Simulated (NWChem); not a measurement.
System: CH₃ClMgN₂

NWChem input:

```
start job
memory heap 200 mb stack 900 mb global 1100 mb
geometry units angstroms noautoz
  Mg    -0.002165    -0.211452     0.000000
  Cl    -0.001602    -2.428573     0.000000
  C      0.002781     2.200605     0.000000
  N      0.001746     1.505541    -1.122851
  N      0.001746     1.505541     1.122851
  H      0.004433     3.306010     0.000000
  H      0.001460     2.029254    -1.987943
  H      0.001460     2.029254     1.987943
end
basis spherical
  * library def2-svpd
end
dft
  xc b3lyp
  iterations 150
end
tddft
  cis
  nroots 6
  notriplet
end
task tddft energy
```

Excerpt of the output:

```
             Northwest Computational Chemistry Package (NWChem) 7.3.0
             --------------------------------------------------------

 C2V symmetry detected

                             Geometry "geometry" -> ""
                             -------------------------

 Output coordinates in angstroms (scale by  1.889725989 to convert to a.u.)

  No.       Tag          Charge          X              Y              Z
 ---- ---------------- ---------- -------------- -------------- --------------
    1 Mg                  12.0000     0.00000000     0.00000000     0.16957990
    2 Cl                  17.0000     0.00000000     0.00000000     2.38669949
    3 C                    6.0000     0.00000000     0.00000000    -2.24248058
    4 N                    7.0000     0.00000000    -1.12285100    -1.54741593
    5 N                    7.0000     0.00000000     1.12285100    -1.54741593
    6 H                    1.0000     0.00000000     0.00000000    -3.34788662
    7 H                    1.0000     0.00000000    -1.98794300    -2.07112846
    8 H                    1.0000     0.00000000     1.98794300    -2.07112846

 Effective nuclear repulsion energy (a.u.)     226.5725897928

      Symmetry information
      --------------------

 Group name             C2v
 Group number             16
 Group order               4
 No. of unique centers     6

                                 NWChem DFT Module
                                 -----------------

 Summary of "ao basis" -> "ao basis" (spherical)
 ------------------------------------------------------------------------------
       Tag                 Description            Shells   Functions and Types
 ---------------- ------------------------------  ------  ---------------------
 Mg                        def2-svpd                 9       21   4s4p1d
 Cl                        def2-svpd                11       27   5s4p2d
 C                         def2-svpd                 8       20   4s2p2d
 N                         def2-svpd                 8       20   4s2p2d
 H                         def2-svpd                 4        8   2s2p

      Symmetry analysis of basis
      --------------------------

        a1         57
        a2         13
        b1         25
        b2         37

[...]

                                NWChem TDDFT Module
                                -------------------

            General Information
            -------------------
           No. of orbitals :     264
            Alpha orbitals :     132
             Beta orbitals :     132
        Alpha frozen cores :       0
         Beta frozen cores :       0
     Alpha frozen virtuals :       0
      Beta frozen virtuals :       0
         Spin multiplicity :       1
    Number of AO functions :     132
        Use of symmetry is : off
      Symmetry adaption is : on
         Schwarz screening :  0.10D-07

              XC Information
              --------------
                  B3LYP Method XC Potential
              Hartree-Fock (Exact) Exchange   0.20
                 Slater Exchange Functional   0.80 local
             Becke 1988 Exchange Functional   0.72 non-local
       Lee-Yang-Parr Correlation Functional   0.81
           VWN I RPA Correlation Functional   0.19 local

             TDDFT Information
             -----------------
          Calculation type : Tamm-Dancoff TDDFT
         Wavefunction type : Restricted singlets
          No. of electrons :      52
           Alpha electrons :      26
            Beta electrons :      26
              No. of roots :       6
          Max subspacesize :    5200
            Max iterations :     100
               Target root :       1
           Target symmetry : none
      Symmetry restriction : off
                 Algorithm : Optimal
        Davidson threshold :  0.10D-03

    6 smallest eigenvalue differences (eV)
--------------------------------------------------------
  No. Spin  Occ  Vir  Irrep   E(Occ)    E(Vir)   E(Diff)
--------------------------------------------------------
    1    1   26   27 b2       -0.255    -0.026     6.247
    2    1   26   28 a2       -0.255    -0.024     6.295
    3    1   26   29 a2       -0.255    -0.001     6.917
    4    1   26   30 b1       -0.255     0.006     7.110
    5    1   25   27 a2       -0.287    -0.026     7.122
    6    1   24   27 a1       -0.289    -0.026     7.154
--------------------------------------------------------

  Entering Davidson iterations
  Restricted singlet excited states

  Iter   NTrls   NConv    DeltaV     DeltaE      Time
  ----  ------  ------  ---------  ---------  ---------
    1      6       0     0.18E+00   0.10+100       28.6
    2     12       0     0.23E-01   0.18E-01       35.9
    3     18       0     0.79E-02   0.11E-02       37.0
    4     24       3     0.55E-01   0.19E-02       28.2
    5     27       3     0.11E-01   0.30E-02       27.6
    6     30       3     0.30E-02   0.38E-03       26.3
    7     33       3     0.33E-01   0.19E-02       24.3
    8     36       4     0.51E-02   0.14E-02       24.7
    9     38       5     0.11E-02   0.30E-04       21.6
   10     39       5     0.20E-03   0.13E-05       15.3
   11     40       6     0.95E-04   0.48E-07       16.0
  ----  ------  ------  ---------  ---------  ---------
  Convergence criterion met

  Ground state a1       -809.564589454475 a.u.

[...]
```

Level: B3LYP/def2-SVPD, TDA. Coordinates come from a PBE0/def2-SVP optimisation.
